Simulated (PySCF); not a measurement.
In(OH)2(OSiH3) (H₅InO₃Si), SMILES [OH][In]([OH])[O][SiH3].

Geometry: PBE0-D3(BJ)/def2-SVP. The structure was generated by enumeration; whether it is a known compound was not checked. The def2 effective core potentials stand for the cores of In; spin–orbit coupling is left out. One conformer was computed; it need not be the lowest.

Two levels are set side by side: PBE/def2-TZVP (PySCF) and CAM-B3LYP/def2-TZVP (PySCF). Same geometry, gas phase. Differences are taken from unrounded values.

```tsv
quantity	PBE
orbital gap (eV)	3.71
highest occupied level (eV)	-6.93
lowest empty level (eV)	-3.21
dipole moment (D)	3.26
mean polarisability (bohr³)	73.4
```

### Question
These are the PBE values. What does CAM-B3LYP give? (Estimate from the structure and the level; the computed values follow.)

### Answer

```csv
quantity,CAM-B3LYP,PBE minus CAM-B3LYP
orbital gap (eV),8.44,-4.73
highest occupied level (eV),-9.83,2.90
lowest empty level (eV),-1.39,-1.83
dipole moment (D),3.35,-0.09
mean polarisability (bohr³),67.1,6.4
```

Without exact exchange PBE keeps part of each electron's self-repulsion, which lifts occupied levels and narrows the gap. PBE's more diffuse valence density responds more strongly to a field. Differences between two approximate levels are no errors against the true value.

Rough cost on one machine, each run with all the roots and properties that it gave: CAM-B3LYP against PBE within a factor of 2.
